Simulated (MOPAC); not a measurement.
MOPAC input (PM6):

```
PM6 1SCF UHF MS=0.5 GEO-OK AUX(PRECISION=9) THREADS=1
CBrF2

C    -0.97869700 1   -0.02312700 1   -0.11952100 1
F    -1.53614900 1   -0.66730600 1    0.88977100 1
F    -1.44889500 1    1.20920500 1   -0.18780300 1
Br    0.93536000 1   -0.13538100 1   -0.16001700 1
```

From the output:

```
                                                       MOPAC v23.2.5 Linux

          FINAL HEAT OF FORMATION =        -64.78059 KCAL/MOL =    -271.04198 KJ/MOL

          COSMO AREA              =         96.38 SQUARE ANGSTROMS
          COSMO VOLUME            =         80.35 CUBIC ANGSTROMS

          IONIZATION POTENTIAL    =         10.686669 EV
          ALPHA SOMO LUMO (EV)    =        -10.687 -1.083
          BETA  SOMO LUMO (EV)    =        -11.671 -1.925
          NO. OF ALPHA ELECTRONS  =         13
          NO. OF BETA  ELECTRONS  =         12
          MOLECULAR WEIGHT        =        129.9118         POINT GROUP:  Cs

          MOLECULAR DIMENSIONS (Angstroms)

            Atom       Atom       Distance
           Br     4    F     2     2.73740
            F     3    F     2     1.98902
            C     1    F     2     0.40385

          SCF CALCULATIONS        =          1

   ATOM   CHEMICAL          X               Y               Z
  NUMBER   SYMBOL      (ANGSTROMS)     (ANGSTROMS)     (ANGSTROMS)

     1       C         -0.97869700  *  -0.02312700  *  -0.11952100  *
     2       F         -1.53614900  *  -0.66730600  *   0.88977100  *
     3       F         -1.44889500  *   1.20920500  *  -0.18780300  *
     4      Br          0.93536000  *  -0.13538100  *  -0.16001700  *

                             CARTESIAN COORDINATES

   1    C       -0.978697000    -0.023127000    -0.119521000
   2    F       -1.536149000    -0.667306000     0.889771000
   3    F       -1.448895000     1.209205000    -0.187803000
   4   Br        0.935360000    -0.135381000    -0.160017000

           Empirical Formula: C F2 Br  =     4 atoms

      MOLECULAR POINT GROUP   :   Cs

          ALPHA EIGENVALUES
 -43.17055 -43.16489 -27.76782 -24.18041 -19.09003 -18.94880 -18.54847 -17.11485
 -16.46194 -14.88758 -12.23718 -11.78225 -10.68667  -1.08336   1.94828   2.12049
 111.79188 111.94049 111.96590 112.60100 112.60120

           BETA EIGENVALUES
 -43.06034 -43.05298 -26.74794 -23.51707 -19.00990 -18.85606 -18.24463 -17.06986
 -16.51629 -14.33801 -11.84547 -11.67056  -1.92473  -0.43102   2.20599   2.52454
 112.36612 112.40144 112.74635 112.91515 112.94674

              NET ATOMIC CHARGES AND DIPOLE CONTRIBUTIONS

  ATOM NO.   TYPE          CHARGE      No. of ELECS.   s-Pop       p-Pop       d-Pop
    1          C           0.369393        3.6306     1.36111     2.26950
    2          F          -0.148685        7.1487     1.96739     5.18130
    3          F          -0.148685        7.1487     1.96739     5.18130
    4         Br          -0.072023        7.0720     1.98785     5.07743     0.00675
 DIPOLE           X         Y         Z       TOTAL
 POINT-CHG.     0.072    -0.381    -0.658     0.764
 HYBRID         0.250     0.377     0.677     0.814
 SUM            0.322    -0.004     0.019     0.322

          ATOMIC ORBITAL ELECTRON POPULATIONS

     Atom    s        px        py        pz      x^2-y^2     xz        z^2       yz        xy
    1  C   1.36111   0.70934   0.75219   0.80797
    2  F   1.96739   1.84081   1.79490   1.54559
    3  F   1.96739   1.87610   1.35373   1.95147
    4 Br   1.98785   1.15960   1.96980   1.94804   0.00335   0.00102   0.00119   0.00004   0.00116

                    (SZ)    =    0.500000
                    (S**2)  =    0.760173

          ATOMIC ORBITAL SPIN POPULATIONS

    Atom   Total    s     px     py     pz   x^2-y^2  xz     z^2    yz     xy
         Atomic
    1  C  0.6882  0.186  0.018  0.122  0.362
    2  F  0.0424  0.000 -0.008 -0.005  0.055
    3  F  0.0424  0.000 -0.006  0.028  0.020
    4 Br  0.2269 -0.001  0.198  0.003  0.026 -0.000  0.000 -0.000  0.000  0.000

 **********************
 *                    *
 * JOB ENDED NORMALLY *
 *                    *
 **********************

 == MOPAC DONE ==
```

The geometry given is a B3LYP-D3(BJ)/def2-TZVP minimum.
